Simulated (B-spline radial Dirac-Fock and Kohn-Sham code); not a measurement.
**Elastic and transport cross sections of lead for electrons**

These are calculated numbers from a radial atomic solver; the model is relativistic (Dirac) partial waves in the static field of the Dirac-Fock atom with Furness-McCarthy exchange, without polarisation or absorption potentials. Below a few hundred eV the neglected polarisation potential matters, most of all at small angles. σ_tr1 and σ_tr2 weight the cross section with 1 − P₁ and 1 − P₂ of cos θ; "backward" is the share scattered beyond 90°.

```
energy (eV)  σ (a₀²)  σ_tr1 (a₀²)  σ_tr2 (a₀²)  σ/σ_tr1  backward (%)
         50     35.4         22.9         23.8     1.55            33
         66     34.9         16.8         21.0     2.08            23
       83.7     34.9         12.2         18.0     2.87            14
       84.8     34.9         11.9         17.8     2.92            13
       85.7     34.9         11.8         17.7     2.97            13
       91.1     34.9         10.8         16.9     3.23            11
        100     34.8         9.47         15.7     3.68           8.7
        102     34.8         9.21         15.4     3.78           8.2
        115     34.5         7.79         13.9     4.43           5.8
        127     34.0         6.80         12.6     4.99           4.4
        197     28.9         4.29         8.02     6.74           2.6
        200     28.7         4.25         7.92     6.74           2.7
        223     26.9         4.03         7.28     6.68           3.2
        251     25.0         3.90         6.77     6.40           4.1
        265     24.1         3.87         6.59     6.22           4.5
        300        ?            ?            ?        ?             ?
        314     21.4         3.83         6.10     5.60           6.2
        418     17.6         3.76         5.30     4.68           8.7
        442     17.0         3.73         5.13     4.55           9.1
```

Q: Fill in the row for 300 eV.

A: σ = 22.1 a₀², σ_tr1 = 3.84 a₀², σ_tr2 = 6.22 a₀², σ/σ_tr1 = 5.77, backward 5.7 %. The ratio σ/σ_tr1 is roughly the number of elastic collisions that randomise the direction.
